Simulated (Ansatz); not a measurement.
BeMeCl (CH3BeCl), 6 atoms. Hardware: 4 threads of Arm Neoverse V2 on a shared host.

Correlated methods freeze 6 core orbitals.

How many basis functions does each of these Ansatz runs have, and roughly what does it cost? PBE-D4/def2-SVP, charge 0 singlet, energy, from earlier orbitals; MP2/def2-TZVP, charge 0 singlet, energy, from earlier orbitals; r2SCAN-D4/def2-TZVP, charge 1 doublet at the geometry of the charge 0 singlet, energy, from earlier orbitals; r2SCAN-D4/def2-TZVP, charge 0 triplet at the geometry of the charge 0 singlet, energy, from earlier orbitals; CCSD(T)/def2-TZVPP, charge 1 doublet at the geometry of the charge 0 singlet, energy, from earlier orbitals; LC-ωPBE/def2-TZVP, charge 0 singlet, energy, from earlier orbitals; HF/STO-3G, charge 0 singlet, energy; PBE0-D4/def2-TZVP, charge 0 triplet at the geometry of the charge 0 singlet, energy; PBE0-D4/def2-TZVP, charge 0 singlet, relaxation, 5 steps; BLYP-D4/def2-TZVP, charge 0 singlet, energy, from earlier orbitals; ωB97X-V/def2-TZVP, charge 0 singlet, energy, from earlier orbitals; PBE0-D4/def2-TZVP, charge 1 doublet, energy, from earlier orbitals.

Other jobs shared the machine, so times can vary by a factor of up to 3. A dash marks memory too small to be measured apart from the calling script's.

```json
{"run": "HF/STO-3G, charge 0 singlet, energy", "functions": "22", "fitting or Cholesky vectors": "258", "wall time": "0.05 s", "peak host memory (GiB)": "–"}
{"run": "MP2/def2-TZVP, charge 0 singlet, energy, from earlier orbitals", "functions": "105", "fitting or Cholesky vectors": "717", "wall time": "0.3 s", "peak host memory (GiB)": "–"}
{"run": "PBE-D4/def2-SVP, charge 0 singlet, energy, from earlier orbitals", "functions": "56", "fitting or Cholesky vectors": "661", "wall time": "0.3 s", "peak host memory (GiB)": "–"}
{"run": "BLYP-D4/def2-TZVP, charge 0 singlet, energy, from earlier orbitals", "functions": "105", "fitting or Cholesky vectors": "709", "wall time": "0.55 s", "peak host memory (GiB)": "–"}
{"run": "PBE0-D4/def2-TZVP, charge 1 doublet, energy, from earlier orbitals", "functions": "105", "fitting or Cholesky vectors": "721", "wall time": "0.6 s", "peak host memory (GiB)": "–"}
{"run": "LC-ωPBE/def2-TZVP, charge 0 singlet, energy, from earlier orbitals", "functions": "105", "fitting or Cholesky vectors": "709", "wall time": "0.6 s", "peak host memory (GiB)": "–"}
{"run": "ωB97X-V/def2-TZVP, charge 0 singlet, energy, from earlier orbitals", "functions": "105", "fitting or Cholesky vectors": "716", "wall time": "1.5 s", "peak host memory (GiB)": "–"}
{"run": "PBE0-D4/def2-TZVP, charge 0 singlet, relaxation, 5 steps", "functions": "105", "fitting or Cholesky vectors": "721", "wall time": "3.8 s", "peak host memory (GiB)": "–"}
{"run": "PBE0-D4/def2-TZVP, charge 0 triplet at the geometry of the charge 0 singlet, energy", "functions": "105", "fitting or Cholesky vectors": "721", "wall time": "6 s", "peak host memory (GiB)": "–"}
{"run": "r2SCAN-D4/def2-TZVP, charge 1 doublet at the geometry of the charge 0 singlet, energy, from earlier orbitals", "functions": "105", "fitting or Cholesky vectors": "709", "wall time": "11 s", "peak host memory (GiB)": "–"}
{"run": "CCSD(T)/def2-TZVPP, charge 1 doublet at the geometry of the charge 0 singlet, energy, from earlier orbitals", "functions": "134", "fitting or Cholesky vectors": "813", "wall time": "17 s", "peak host memory (GiB)": "1.6"}
{"run": "r2SCAN-D4/def2-TZVP, charge 0 triplet at the geometry of the charge 0 singlet, energy, from earlier orbitals", "functions": "105", "fitting or Cholesky vectors": "709", "wall time": "22 s", "peak host memory (GiB)": "–"}
```
